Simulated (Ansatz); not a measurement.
`[GaH2][NH]B1CS1`. Charge 0, multiplicity 1. The structure was optimised at the PBE0-D4/def2-TZVP level. It is one conformer, not always the lowest.

```xyz
10

Ga   -1.410    1.505   -0.140
N    -0.323    0.487    0.960
B     0.539   -0.510    0.516
C     1.083   -1.272   -0.695
S     1.729   -1.727    1.002
H    -1.323    1.193   -1.662
H    -2.297    2.569    0.578
H    -0.349    0.658    1.955
H     0.512   -2.065   -1.169
H     1.838   -0.838   -1.345
```

(1) What is the dipole moment at B3LYP/def2-TZVPP? (Estimate.)

(2) And with PBE, r2SCAN, ωB97M-V? (Estimate.)

(3) Give the Mulliken charges with B3LYP, ωB97M-V, PBE in def2-TZVPP. (An estimate is asked.)

Results:

(1) The calculation gave: 2.46 D, with components (-1.68, 1.76, -0.37) D in this frame, pointing from negative to positive charge.

(2) Ansatz gave: PBE 2.27 D, r2SCAN 2.45 D, ωB97M-V 2.60 D.

(3) Ansatz gave: 
```json
{"atom": "Ga1", "B3LYP": "0.23", "ωB97M-V": "0.20", "PBE": "0.17"}
{"atom": "N2", "B3LYP": "-0.17", "ωB97M-V": "-0.22", "PBE": "-0.12"}
{"atom": "B3", "B3LYP": "0.10", "ωB97M-V": "0.12", "PBE": "0.05"}
{"atom": "C4", "B3LYP": "-0.23", "ωB97M-V": "-0.29", "PBE": "-0.22"}
{"atom": "S5", "B3LYP": "-0.23", "ωB97M-V": "-0.20", "PBE": "-0.21"}
{"atom": "H6", "B3LYP": "-0.04", "ωB97M-V": "0.00", "PBE": "-0.02"}
{"atom": "H7", "B3LYP": "-0.04", "ωB97M-V": "-0.01", "PBE": "-0.03"}
{"atom": "H8", "B3LYP": "0.14", "ωB97M-V": "0.12", "PBE": "0.16"}
{"atom": "H9", "B3LYP": "0.12", "ωB97M-V": "0.13", "PBE": "0.12"}
{"atom": "H10", "B3LYP": "0.12", "ωB97M-V": "0.13", "PBE": "0.12"}
```

B3LYP here is the variant with VWN-RPA as its local correlation; programs differ in this.
